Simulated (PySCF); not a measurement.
**Partial charges of `CC/C=C\[Si@@H](O)SC`**

Compound: C5H12OSSi.
Z-matrix (Å and degrees, GFN2-xTB geometry), rows numbered from 1:
```
C 
C   1  1.5298
C   2  1.4932  1  110.14
C   3  1.3285  2  125.34  1   101.54
Si  4  1.8786  3  127.35  2     1.32
O   5  1.6220  4  110.26  3   -58.46
S   5  2.1650  4  112.14  3    60.66
C   7  1.8151  5   99.32  4    51.56
H   1  1.0874  2  110.37  3   178.26
H   1  1.0883  2  110.65  3    57.98
H   1  1.0872  2  109.74  3   -61.82
H   2  1.0906  1  109.16  3   121.14
H   2  1.0934  1  109.23  3  -120.29
H   3  1.0855  2  114.93  1   -76.01
H   4  1.0833  3  117.79  2  -178.60
H   5  1.4622  4  110.38  3   178.96
H   6  0.9541  5  120.84  4   149.08
H   8  1.0848  7  107.23  5   179.28
H   8  1.0858  7  109.29  5   -61.28
H   8  1.0856  7  109.50  5    59.89
```

Density: PBE0/pcSseg-1 (PySCF); schemes: Mulliken, IAO, Hirshfeld and ESP-fitted. Isolated species at its GFN2-xTB geometry (one conformer only).

Atoms with like bonding are taken together and averaged. Do the Mulliken, IAO, Hirshfeld and ESP-fitted schemes agree on where the charge is lowest?

All schemes agree: Mulliken O6 (-0.553); IAO O6 (-0.787); Hirshfeld O6 (-0.297); ESP-fitted O6 (-0.671).

Which atoms carry the highest charge in the Mulliken, IAO, Hirshfeld and ESP-fitted schemes?

All schemes agree: Mulliken Si5 (+0.931); IAO Si5 (+1.058); Hirshfeld Si5 (+0.388); ESP-fitted Si5 (+0.636).

At which atom do the 4 schemes differ most?

At Si5: from +0.388 (Hirshfeld) to +1.058 e (IAO), 0.670 e apart.

What partial charge does each atom carry?

In e; atoms taken as equivalent share a row and are averaged (×n: the atom named and its like, n in all):

```tsv
atom	environment	Mulliken	IAO	Hirshfeld	ESP-fitted
C1	methyl carbon	-0.277	-0.412	-0.114	-0.365
C2	allylic carbon	-0.250	-0.261	-0.068	+0.402
C3	alkene CH carbon	-0.119	-0.079	-0.009	-0.271
C4	alkene CH carbon	-0.458	-0.489	-0.158	-0.189
Si5	oxygen-bound silicon	+0.931	+1.058	+0.388	+0.636
O6	silanol oxygen	-0.553	-0.787	-0.297	-0.671
S7	sulfur bonded to C and Si	-0.356	-0.233	-0.120	-0.335
C8	S-methyl carbon	-0.395	-0.495	-0.117	-0.416
H9/H10/H11	methyl hydrogen	+0.117	+0.142	+0.039	+0.087
H12	methylene hydrogen	+0.142	+0.143	+0.026	-0.064
H13	methylene hydrogen	+0.125	+0.141	+0.043	-0.043
H14	vinylic hydrogen	+0.103	+0.140	+0.047	+0.131
H15	vinylic hydrogen	+0.125	+0.153	+0.038	+0.098
H16	Si–H hydrogen	-0.088	-0.162	-0.091	-0.122
H17	hydroxyl hydrogen	+0.250	+0.372	+0.181	+0.457
H18/H19/H20	methyl hydrogen	+0.156	+0.161	+0.045	+0.164
```

Mean size of the charges over all atoms: IAO 0.292 e, Mulliken 0.250 e, ESP-fitted 0.248 e, Hirshfeld 0.098 e. Each set sums to the total charge, 0, to within 0.001 e. The IAO scheme projects the occupied orbitals on a minimal set of polarised atomic orbitals and counts the electrons in each atom's part of it. The Hirshfeld scheme divides the density at each point in proportion to the densities of the neutral, spherically averaged free atoms.

Some averages cover members that differ in this geometry: H18/H19/H20, ESP-fitted +0.120 to +0.228; H9/H10/H11, ESP-fitted +0.076 to +0.103 e.

Sum the charges by element, for elements with more than one atom.

```json
{"element": "C", "atoms": "5", "Mulliken": "-1.499", "IAO": "-1.736", "Hirshfeld": "-0.467", "ESP-fitted": "-0.839"}
{"element": "H", "atoms": "12", "Mulliken": "+1.477", "IAO": "+1.698", "Hirshfeld": "+0.496", "ESP-fitted": "+1.209"}
```

How many electrons does the Mulliken scheme count on C4?

Z − q = 6 − (-0.458) = 6.458.
